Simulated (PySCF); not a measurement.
C6H5F, SMILES C=C=C(F)C#CC. Atoms are numbered in the order given.

```xyz
12

C     -2.7632     0.6888    -0.8233
C     -1.7195     0.3248    -0.1263
C     -0.6475    -0.0393     0.5525
F     -0.7542    -0.3742     1.8619
C      0.6664    -0.1157     0.0121
C      1.7889    -0.1813    -0.4489
C      3.1321    -0.2590    -1.0040
H     -3.3740    -0.0421    -1.3690
H     -3.0732     1.7398    -0.8889
H      3.5483    -1.2748    -0.9012
H      3.1276    -0.0040    -2.0764
H      3.8162     0.4396    -0.4946
```

Coordinates come from a B3LYP-D3(BJ)/def2-SVP optimisation. The structure was generated by enumeration, and PubChem lists no compound with its InChIKey, so it may never have been made.

The numbers are results of TDA-PBE/def2-SVPD (PySCF), not measurements.

Vertical excitations. Isolated molecule, no solvent.

```json
[
 {"state": "S1", "energy (eV)": "3.85", "λ (nm)": "322", "f": "0.000", "main pairs": "HOMO→LUMO 100 %"},
 {"state": "S2", "energy (eV)": "4.94", "λ (nm)": "251", "f": "0.014", "main pairs": "HOMO−1→LUMO 58 %, HOMO→LUMO+1 31 %"},
 {"state": "S3", "energy (eV)": "5.17", "λ (nm)": "240", "f": "0.000", "main pairs": "HOMO−1→LUMO+1 99 %"},
 {"state": "S4", "energy (eV)": "5.66", "λ (nm)": "219", "f": "0.000", "main pairs": "HOMO→LUMO+2 100 %"},
 {"state": "S5", "energy (eV)": "5.76", "λ (nm)": "215", "f": "0.000", "main pairs": "HOMO−3→LUMO 96 %"},
 {"state": "S6", "energy (eV)": "5.98", "λ (nm)": "207", "f": "0.001", "main pairs": "HOMO→LUMO+3 80 %, HOMO−2→LUMO+1 16 %"},
 {"state": "S7", "energy (eV)": "6.04", "λ (nm)": "205", "f": "0.655", "main pairs": "HOMO→LUMO+1 41 %, HOMO−2→LUMO 19 %, HOMO−1→LUMO+3 19 %, HOMO−1→LUMO 14 %"},
 {"state": "S8", "energy (eV)": "6.04", "λ (nm)": "205", "f": "0.008", "main pairs": "HOMO−2→LUMO+1 75 %, HOMO→LUMO+4 12 %"},
 {"state": "S9", "energy (eV)": "6.07", "λ (nm)": "204", "f": "0.001", "main pairs": "HOMO→LUMO+4 86 %"},
 {"state": "S10", "energy (eV)": "6.52", "λ (nm)": "190", "f": "0.019", "main pairs": "HOMO−3→LUMO+1 70 %, HOMO→LUMO+6 11 %"},
 {"state": "T1", "energy (eV)": "3.44", "λ (nm)": "360", "f": "0", "main pairs": "HOMO→LUMO+1 98 %"},
 {"state": "T2", "energy (eV)": "3.54", "λ (nm)": "351", "f": "0", "main pairs": "HOMO→LUMO 99 %"},
 {"state": "T3", "energy (eV)": "4.19", "λ (nm)": "296", "f": "0", "main pairs": "HOMO−1→LUMO 82 %, HOMO−2→LUMO 15 %"},
 {"state": "T4", "energy (eV)": "4.88", "λ (nm)": "254", "f": "0", "main pairs": "HOMO−1→LUMO+1 92 %"}
]
```
Triplets are in the Tamm–Dancoff approximation.
